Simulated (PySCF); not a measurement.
## Correlation energy of Zn⁺ (zinc, charge +1)

[Ar] 3d10 4s1, 2S determinant. Computed with PySCF 2.14 in def2-TZVP (6s5p4d1f, 48 functions), with the non-relativistic Hamiltonian (point nucleus). Frozen: [Ar]; 11 electrons correlated.

MP2 pair energies summed by pair of shells (mhartree):

| pair | energy | share (%) |
| --- | --- | --- |
| 3d-3d | -345.68 | 95.0 |
| 3d-4s | -18.11 | 5.0 |

Total MP2 correlation energy: -363.79 mhartree.

Same-spin part -136.23 and opposite-spin part -227.56 mhartree; SCS-MP2 scales them by 1/3 and 6/5 to -318.48 mhartree.

```json
{"level": "CCSD", "correlation energy (mhartree)": "-330.08"}
{"level": "(T)", "correlation energy (mhartree)": "-5.67"}
{"level": "CCSD(T)", "correlation energy (mhartree)": "-335.75"}
```

Diagnostics: T1 = 0.010, D1 = 0.0231, largest double amplitude 0.018.

Cost of the coupled-cluster step: 3 s of wall time on 1 thread of Neoverse-N1 (shared host), for 11 correlated electrons.

Iterations:

```
CC2 = 0
CCSD nocc = (np.int64(6), np.int64(5)), nmo = (39, 39)
frozen orbitals [[0, 1, 2, 3, 4, 5, 6, 7, 8], [0, 1, 2, 3, 4, 5, 6, 7, 8]]
max_cycle = 100
direct = 0
conv_tol = 1e-08
conv_tol_normt = 1e-06
diis_space = 8
diis_start_cycle = 0
Init t2, MP2 energy = -0.363785882520286
Init E_corr(UCCSD) = -0.363785882533301
cycle = 1  E_corr(UCCSD) = -0.318707393408026  dE = 0.0450784891  norm(t1,t2) = 0.0713616
cycle = 2  E_corr(UCCSD) = -0.33274820092317  dE = -0.0140408075  norm(t1,t2) = 0.0276311
cycle = 3  E_corr(UCCSD) = -0.329969917775213  dE = 0.00277828315  norm(t1,t2) = 0.0138689
cycle = 4  E_corr(UCCSD) = -0.329943049634768  dE = 2.68681404e-05  norm(t1,t2) = 0.00222015
cycle = 5  E_corr(UCCSD) = -0.33008054770307  dE = -0.000137498068  norm(t1,t2) = 0.000446126
cycle = 6  E_corr(UCCSD) = -0.330087072311021  dE = -6.52460795e-06  norm(t1,t2) = 7.62869e-05
cycle = 7  E_corr(UCCSD) = -0.3300813407139  dE = 5.73159712e-06  norm(t1,t2) = 2.14824e-05
cycle = 8  E_corr(UCCSD) = -0.330081885181484  dE = -5.44467585e-07  norm(t1,t2) = 4.8367e-06
cycle = 9  E_corr(UCCSD) = -0.330082079782907  dE = -1.94601423e-07  norm(t1,t2) = 1.16428e-06
cycle = 10  E_corr(UCCSD) = -0.33008210327044  dE = -2.34875332e-08  norm(t1,t2) = 2.15849e-07
cycle = 11  E_corr(UCCSD) = -0.330082101511573  dE = 1.75886727e-09  norm(t1,t2) = 5.14862e-08
UCCSD converged
E(UCCSD) = -1777.856523485031  E_corr = -0.3300821015115729
UCCSD(T) correction = -0.00566967309639413
```
